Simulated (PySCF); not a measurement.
## N⁺: excitation energy

N⁺ [He] 2s2 2p2 (3P) → N⁺ [He] 2s1 2p2 3d1 (high-spin determinant), as a difference of total energies. Computed with PySCF 2.14 in aug-cc-pCVTZ-DK, with the spin-free X2C one-electron Hamiltonian (Gaussian nucleus). Correlated levels: valence and next inner shell: nothing frozen. The calculations carry no spin-orbit coupling.

| method | excitation energy (cm⁻¹) |
| --- | --- |
| UHF | 240290 |
| MP2 (valence and next inner shell) | 252540 |
| SCS-MP2 (valence and next inner shell) | 256000 |
| CCSD (valence and next inner shell) | 255120 |
| CCSD(T) (valence and next inner shell) | 255160 |

The upper state lies above the first ionisation limit, but in LS coupling its spin forbids autoionisation to the ground ion. A Rydberg-like electron needs more diffuse functions than a valence basis has.

The promoted electron is Rydberg-like, and one or two diffuse shells describe it only roughly, which tends to raise the upper state.

The coupled-cluster amplitudes are large for the upper state (T1 above 0.03 or a double amplitude above 0.15), so a single reference is strained.

The determinant of the upper state mixes LS terms, which raises its energy above the lowest term, most at the Hartree-Fock and MP2 levels.
